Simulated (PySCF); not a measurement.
# How methods differ on the excitation energy of N⁺

N⁺ [He] 2s2 2p2 (3P) → N⁺ [He] 2s1 2p2 3s1 (5P), as a difference of total energies. Calculation: PySCF 2.14, in x2c-QZVPPall with one added diffuse shell each of s, p, d, f type (8s5p4d3f1g, 73 functions); the spin-free X2C one-electron Hamiltonian (Gaussian nucleus). Correlated levels: valence: 1s2 frozen; valence and next inner shell: nothing frozen. The calculations carry no spin-orbit coupling.

| method | excitation energy (cm⁻¹) |
| --- | --- |
| UHF | 188500 |
| LDA | 202650 |
| PBE | 201880 |
| PBE0 | 201650 |
| r2SCAN | 199830 |
| B3LYP | 206820 |
| TPSSh | 204880 |
| wB97X-V | 206030 |
| M06-2X | 208890 |
| MP2 (valence) | 201460 |
| SCS-MP2 (valence) | 204870 |
| MP2 (valence and next inner shell) | 201570 |
| SCS-MP2 (valence and next inner shell) | 204940 |

The promoted electron is Rydberg-like, and one or two diffuse shells describe it only roughly, which tends to raise the upper state.
